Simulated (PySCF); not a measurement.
## Effect of structural changes

Level of theory: TDA wB97X-D/aug-cc-pVDZ excited states, vertical, gas phase in PySCF 2.14.0. Geometry: PBE0-D3(BJ)/def2-SVP.

Each molecule in one low-energy conformer.

Scalar relativity is left out, which matters for the atoms heavier than Zn.

Problem. Order by vertical S1–T1 gap, lowest first.
A. C#CC=C=C(C#C)C(F)(F)F
B. C#CC=C=C(C#C)N(C)C
C. C#CC=C=C(C#C)[Se]C
D. C#CC=C=C(C#C)B(C)C

Solution. C (0.39 eV), B (0.54 eV), D (0.92 eV), A (1.36 eV).

All values:
```csv
molecule,change,S1 (eV),S1 from,f(S1),T1 (eV),T1 from,S1 − T1 (eV),S0–T1 spin-orbit coupling (cm⁻¹),S1–T1 spin-orbit coupling (cm⁻¹)
C#CC=C=C(C#C)N(C)C,H replaced by N(CH3)2,3.84,HOMO→LUMO,0.004,3.30,HOMO→LUMO+2 / HOMO→LUMO+3,0.54,1.37,2.21
C#CC=C=C(C#C)C(F)(F)F,H replaced by CF3,4.95,HOMO→LUMO+1,0.000,3.59,HOMO→LUMO,1.36,0.25,1.52
C#CC=C=C(C#C)[Se]C,H replaced by SeCH3,3.76,HOMO→LUMO,0.000,3.37,HOMO→LUMO,0.39,386.28,99.43
C#CC=C=C(C#C)B(C)C,H replaced by B(CH3)2,4.38,HOMO→LUMO,0.000,3.46,HOMO−1→LUMO,0.92,0.17,0.40
```
